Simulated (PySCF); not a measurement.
# TeO at PBE0

Computed with PBE0; Te cc-pVTZ-PP with ECP28, O cc-pVTZ; scalar-relativistic core potentials (PySCF 2.14).

```json
{"state": "singlet, one real π or δ orbital doubly filled, a mixture of terms (⟨Lz²⟩ = 2.0), a second solution, started from another occupation", "bond length": "1.822 Å", "harmonic wavenumber": "847 cm⁻¹", "force constant": "6.02 mdyn/Å", "rotational constant Be": "0.3567 cm⁻¹", "anharmonicity ωexe": "3.29 cm⁻¹", "vibration–rotation constant αe": "0.00199 cm⁻¹", "energy of the minimum from ground-state Te + O": "-2.80 eV", "HOMO–LUMO gap": "1.35 eV", "bond order (Mayer)": "2.03", "dipole moment (positive dipole means Te(−)O(+))": "-2.80 D"}
```

Spin–orbit coupling is left out, which matters for elements this heavy, above all for dissociation energies.
